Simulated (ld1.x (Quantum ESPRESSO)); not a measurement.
# u(r) = r·R(r): atom against pseudo-atom (P)

Columns: radius, all-electron u(r) and pseudo u(r) of the 3p shell (level -5.49 eV) of phosphorus in the configuration [Ne] 3s2 3p3; PBEsol, non-relativistic, ultrasoft scheme, ld1.x (Quantum ESPRESSO) 7.5.

```json
{"r (bohr)": "0.080", "all-electron": "0.0961", "pseudo": "-0.0043"}
{"r (bohr)": "0.160", "all-electron": "0.2206", "pseudo": "-0.0170"}
{"r (bohr)": "0.240", "all-electron": "0.2878", "pseudo": "-0.0377"}
{"r (bohr)": "0.320", "all-electron": "0.2933", "pseudo": "-0.0656"}
{"r (bohr)": "0.400", "all-electron": "0.2525", "pseudo": "-0.0999"}
{"r (bohr)": "0.480", "all-electron": "0.1821", "pseudo": "-0.1393"}
{"r (bohr)": "0.560", "all-electron": "0.0953", "pseudo": "-0.1828"}
{"r (bohr)": "0.640", "all-electron": "0.0018", "pseudo": "-0.2289"}
{"r (bohr)": "0.720", "all-electron": "-0.0921", "pseudo": "-0.2765"}
{"r (bohr)": "0.800", "all-electron": "-0.1820", "pseudo": "-0.3245"}
{"r (bohr)": "0.880", "all-electron": "-0.2655", "pseudo": "-0.3717"}
{"r (bohr)": "0.960", "all-electron": "-0.3412", "pseudo": "-0.4174"}
{"r (bohr)": "1.040", "all-electron": "-0.4086", "pseudo": "-0.4607"}
{"r (bohr)": "1.120", "all-electron": "-0.4676", "pseudo": "-0.5011"}
{"r (bohr)": "1.200", "all-electron": "-0.5184", "pseudo": "-0.5381"}
{"r (bohr)": "1.280", "all-electron": "-0.5612", "pseudo": "-0.5714"}
{"r (bohr)": "1.360", "all-electron": "-0.5964", "pseudo": "-0.6007"}
{"r (bohr)": "1.440", "all-electron": "-0.6244", "pseudo": "-0.6257"}
{"r (bohr)": "1.520", "all-electron": "-0.6459", "pseudo": "-0.6461"}
{"r (bohr)": "1.600", "all-electron": "-0.6616", "pseudo": "-0.6616"}
{"r (bohr)": "1.680", "all-electron": "-0.6720", "pseudo": "-0.6720"}
{"r (bohr)": "1.760", "all-electron": "-0.6778", "pseudo": "-0.6778"}
{"r (bohr)": "1.840", "all-electron": "-0.6795", "pseudo": "-0.6795"}
{"r (bohr)": "1.920", "all-electron": "-0.6777", "pseudo": "-0.6777"}
{"r (bohr)": "2.000", "all-electron": "-0.6729", "pseudo": "-0.6729"}
{"r (bohr)": "2.080", "all-electron": "-0.6654", "pseudo": "-0.6654"}
```

Question: How many radial nodes do the two functions have?

Answer: The all-electron 3p function has n − l − 1 = 1; the pseudo-wave has 0, since the states of the same l below it are removed with the core.

Question: At about which radius was the pseudo-wave matched?

Answer: 1.60 bohr, where the columns begin to agree (steps of 0.08 bohr).

Question: Where does each function peak?

Answer: Outermost all-electron maximum near 1.84 bohr, pseudo maximum near 1.84 bohr (to the table’s step).

Question: Is the pseudo-wave norm-conserving?

Answer: No, it belongs to an ultrasoft set: the norm inside the radius is not constrained, and the difference is carried by the augmentation charge.
